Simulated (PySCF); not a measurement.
**Distorted geometries of Y2N2**

Y2N2 (singlet). PySCF 2.14.0, RKS PBE, Y def2-SVP with ECP28, N def2-SVP; non-relativistic Hamiltonian with scalar-relativistic core potentials where named; density fitting; no spin-orbit coupling. Relaxed geometry:

```xyz
4

Y     0.0000    0.0000    1.4970
Y     0.0000    0.0000   -1.4970
N     1.3725    0.0000    0.0000
N    -1.3725    0.0000    0.0000
```

**Question.** Order these distorted geometries by energy above the relaxed one, lowest first.
A.
```xyz
4

Y     0.0346    0.0206    1.5989
Y    -0.1175   -0.1025   -1.4409
N     1.3807   -0.0475   -0.1880
N    -1.2979    0.1294    0.0300
```
B.
```xyz
4

Y    -0.0097   -0.0383    1.5075
Y     0.0049   -0.0144   -1.5149
N     1.3169    0.0416    0.0029
N    -1.3121    0.0111    0.0045
```
C.
```xyz
4

Y     0.1585    0.1364    1.5496
Y     0.0332    0.3488   -1.5614
N     1.4572   -0.1495   -0.0362
N    -1.6489   -0.3357    0.0479
```

**Answer.** B (0.07 eV), A (0.63 eV), C (1.94 eV).

**Question.** Which forces (eV/Å) act in the one that lies 1.94 eV up?

**Answer.** 
```
Y   -1.26 -1.34 -2.52
Y   -0.70 -1.93  3.30
N   -1.87  1.37 -0.52
N    3.84  1.90 -0.26
```
Forces carry noise of the integration grid, about 0.01 to 0.03 eV/Å.
